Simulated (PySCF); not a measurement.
# 29Si chemical shifts

Equivalent nuclei averaged, single conformer, isolated molecule, non-relativistic Hamiltonian. GFN2-xTB geometry; shieldings: GIAO PBE0/pcSseg-1; PySCF.

Shieldings were converted by a linear fit to measured shifts: 29Si: δ = 279.94 − 0.822σ (rms 8.9 ppm, 72 shifts, 25.8 ppm with the 6 outliers that the fit left out vs TMS, solution or neat liquid). Occasional misses reach two or three times the rms, and more in compound classes unlike the fitted ones.

Problem. Give the 29Si shifts of `CC[Si@@H]1[Si@H](C#N)[SiH2][Si@@H]1O`, `CO[Si@@]1(C#N)[SiH2][SiH2][Si@@H]1C`, `[SiH3]COC1(O[SiH3])C[SiH2]C1`, `C#C[C@@H]1[SiH2]N[Si@@H](O[SiH3])[SiH2]1`, `[SiH3][SiH]([SiH3])[SiH2]c1ncco1`, `CCO[Si]1(C#N)[SiH2][SiH2][SiH2]1`, `C#C[Si@@H]1O[SiH2]N(C)[Si@H]1[SiH3]`, `O=C(O)[C@@H]([SiH3])C[SiH2]C[SiH3]`.

Solution. 
| compound | environment | δ (ppm) |
| --- | --- | --- |
| [CH3:1][CH2:2][Si@@H:3]1[Si@H:4]([C:5]#[N:6])[SiH2:7][Si@@H:8]1[OH:9] | Si8: silicon bonded to O, 2 Si, H, in a 4-membered ring | 10.1 |
| [CH3:1][CH2:2][Si@@H:3]1[Si@H:4]([C:5]#[N:6])[SiH2:7][Si@@H:8]1[OH:9] | Si3: silicon bonded to C, 2 Si, H, in a 4-membered ring | -36.8 |
| [CH3:1][CH2:2][Si@@H:3]1[Si@H:4]([C:5]#[N:6])[SiH2:7][Si@@H:8]1[OH:9] | Si7: silicon bonded to 2 Si, 2 H, in a 4-membered ring | -80.4 |
| [CH3:1][CH2:2][Si@@H:3]1[Si@H:4]([C:5]#[N:6])[SiH2:7][Si@@H:8]1[OH:9] | Si4: silicon bonded to C, 2 Si, H, in a 4-membered ring | -81.5 |
| [CH3:1][O:2][Si@@:3]1([C:4]#[N:5])[SiH2:6][SiH2:7][Si@@H:8]1[CH3:9] | Si3: silicon bonded to C, O, 2 Si, in a 4-membered ring | -5.3 |
| [CH3:1][O:2][Si@@:3]1([C:4]#[N:5])[SiH2:6][SiH2:7][Si@@H:8]1[CH3:9] | Si8: silicon bonded to C, 2 Si, H, in a 4-membered ring | -31.3 |
| [CH3:1][O:2][Si@@:3]1([C:4]#[N:5])[SiH2:6][SiH2:7][Si@@H:8]1[CH3:9] | Si6: silicon bonded to 2 Si, 2 H, in a 4-membered ring | -87.6 |
| [CH3:1][O:2][Si@@:3]1([C:4]#[N:5])[SiH2:6][SiH2:7][Si@@H:8]1[CH3:9] | Si7: silicon bonded to 2 Si, 2 H, in a 4-membered ring | -91.2 |
| [SiH3:1][CH2:2][O:3][C:4]1([O:5][SiH3:6])[CH2:7][SiH2:8][CH2:9]1 | Si6: silicon bonded to O, 3 H | -49.0 |
| [SiH3:1][CH2:2][O:3][C:4]1([O:5][SiH3:6])[CH2:7][SiH2:8][CH2:9]1 | Si8: silicon bonded to 2 C, 2 H, in a 4-membered ring | -61.2 |
| [SiH3:1][CH2:2][O:3][C:4]1([O:5][SiH3:6])[CH2:7][SiH2:8][CH2:9]1 | Si1: silicon bonded to C, 3 H | -67.5 |
| [CH:1]#[C:2][C@@H:3]1[SiH2:4][NH:5][Si@@H:6]([O:7][SiH3:8])[SiH2:9]1 | Si6: silicon bonded to N, O, Si, H, in a 5-membered ring | -20.3 |
| [CH:1]#[C:2][C@@H:3]1[SiH2:4][NH:5][Si@@H:6]([O:7][SiH3:8])[SiH2:9]1 | Si4: silicon bonded to C, N, 2 H, in a 5-membered ring | -21.5 |
| [CH:1]#[C:2][C@@H:3]1[SiH2:4][NH:5][Si@@H:6]([O:7][SiH3:8])[SiH2:9]1 | Si8: silicon bonded to O, 3 H | -45.3 |
| [CH:1]#[C:2][C@@H:3]1[SiH2:4][NH:5][Si@@H:6]([O:7][SiH3:8])[SiH2:9]1 | Si9: silicon bonded to C, Si, 2 H, in a 5-membered ring | -65.2 |
| [SiH3:1][SiH:2]([SiH3:3])[SiH2:4][c:5]1[n:6][cH:7][cH:8][o:9]1 | Si4: silicon bonded to C, Si, 2 H | -70.7 |
| [SiH3:1][SiH:2]([SiH3:3])[SiH2:4][c:5]1[n:6][cH:7][cH:8][o:9]1 | Si1/3: silicon bonded to Si, 3 H (×2) | -93.7 |
| [SiH3:1][SiH:2]([SiH3:3])[SiH2:4][c:5]1[n:6][cH:7][cH:8][o:9]1 | Si2: silicon bonded to 3 Si, H | -123.9 |
| [CH3:1][CH2:2][O:3][Si:4]1([C:5]#[N:6])[SiH2:7][SiH2:8][SiH2:9]1 | Si4: silicon bonded to C, O, 2 Si, in a 4-membered ring | -9.6 |
| [CH3:1][CH2:2][O:3][Si:4]1([C:5]#[N:6])[SiH2:7][SiH2:8][SiH2:9]1 | Si7/9: silicon bonded to 2 Si, 2 H, in a 4-membered ring (×2) | -75.0 |
| [CH3:1][CH2:2][O:3][Si:4]1([C:5]#[N:6])[SiH2:7][SiH2:8][SiH2:9]1 | Si8: silicon bonded to 2 Si, 2 H, in a 4-membered ring | -95.4 |
| [CH:1]#[C:2][Si@@H:3]1[O:4][SiH2:5][N:6]([CH3:7])[Si@H:8]1[SiH3:9] | Si5: silicon bonded to N, O, 2 H, in a 5-membered ring | -24.7 |
| [CH:1]#[C:2][Si@@H:3]1[O:4][SiH2:5][N:6]([CH3:7])[Si@H:8]1[SiH3:9] | Si3: silicon bonded to C, O, Si, H, in a 5-membered ring | -29.3 |
| [CH:1]#[C:2][Si@@H:3]1[O:4][SiH2:5][N:6]([CH3:7])[Si@H:8]1[SiH3:9] | Si8: silicon bonded to N, 2 Si, H, in a 5-membered ring | -45.7 |
| [CH:1]#[C:2][Si@@H:3]1[O:4][SiH2:5][N:6]([CH3:7])[Si@H:8]1[SiH3:9] | Si9: silicon bonded to Si, 3 H | -107.8 |
| [O:1]=[C:2]([OH:3])[C@@H:4]([SiH3:5])[CH2:6][SiH2:7][CH2:8][SiH3:9] | Si7: silicon bonded to 2 C, 2 H | -37.7 |
| [O:1]=[C:2]([OH:3])[C@@H:4]([SiH3:5])[CH2:6][SiH2:7][CH2:8][SiH3:9] | Si5: silicon bonded to C, 3 H | -48.8 |
| [O:1]=[C:2]([OH:3])[C@@H:4]([SiH3:5])[CH2:6][SiH2:7][CH2:8][SiH3:9] | Si9: silicon bonded to C, 3 H | -68.6 |
